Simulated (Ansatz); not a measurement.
Basis-set extrapolation for C3H6ClNSi (`NC1=C(CCl)[SiH2]1`) (PBE0-D4/def2-TZVP geometry, frozen core, the Gaussian-basis code of Ansatz). Multiplicity 1, RHF reference.

```json
{"": "HF", "def2-TZVPP": "-920.003602", "def2-QZVPP": "-920.032952"}
{"": "MP2 correlation", "def2-TZVPP": "-1.000029", "def2-QZVPP": "-1.074601"}
{"": "CCSD(T) correlation", "def2-TZVPP": "-1.097617", "def2-QZVPP": "not run"}
```

Energies in hartree. Use E(X) = E(∞) + A·exp(−7.88·√X) for Hartree–Fock and E(X) = E(∞) + B·X^(−2.97) for correlation, with X = 3 and 4, and add CCSD(T) minus MP2 of the smaller set to the MP2 limit.

What is the CCSD(T) energy at the basis-set limit?

HF limit: -920.032952 + (-0.029350) × 0.13774 = -920.03699. MP2 limit: -1.074601 + (-0.074572) × 0.74074 = -1.12984. Higher-order term: -1.097617 − (-1.000029) = -0.09759. Total: -921.26442 hartree, 428.5 kJ/mol below CCSD(T)/def2-TZVPP.
